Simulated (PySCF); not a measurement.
# Ionisation energy of Sb²⁹⁺ by level of theory

Sb²⁹⁺ [Ar] 3d4 [3d3/2^4, M_J = 0] → Sb³⁰⁺ [Ar] 3d3 [3d3/2^3, M_J = 3/2], as a difference of total energies. Computed with PySCF 2.14 in an uncontracted even-tempered set (16 s from 4.6 bohr⁻², ratio 2.8; 12 p from 6 bohr⁻², ratio 2.8; 8 d from 6 bohr⁻², ratio 2.8; 3 f from 20 bohr⁻², ratio 3), with the two-component X2C-1e Hamiltonian. Correlated levels: [Ne] frozen; the 74 highest virtual spinors dropped. "Screened" scales the spin-orbit matrix elements by Boettger's factors to mimic the two-electron term; Breit and QED terms are absent.

| method | ionisation energy (eV) |
| --- | --- |
| GHF (spin-free) | 1695.6 |
| GMP2 (spin-free) | 1695.9 |
| GHF (screened spin-orbit) | 1696.1 |
| GMP2 (screened spin-orbit) | 1697.0 |

Breit and QED terms and the two-electron picture change are absent.

The spin-free rows relax to the high-spin LS determinant and lack the spin-orbit shift.

The labels give the starting determinants; with spin-orbit coupling the two ends relaxed to ⟨J²⟩ = 0.47, ⟨L²⟩ = 3.11, ⟨S²⟩ = 3.11 and ⟨J²⟩ = 4.41, ⟨L²⟩ = 10.00, ⟨S²⟩ = 2.82.

The determinant of Sb²⁹⁺ and of Sb³⁰⁺ mixes levels of different J (the jj label is only the starting occupation), so the difference between spin-free and spin-orbit rows is not the physical spin-orbit shift.

For comparison: 1698 ± 4 eV (theoretical estimate listed by NIST; NIST Atomic Spectra Database, ionization energies).
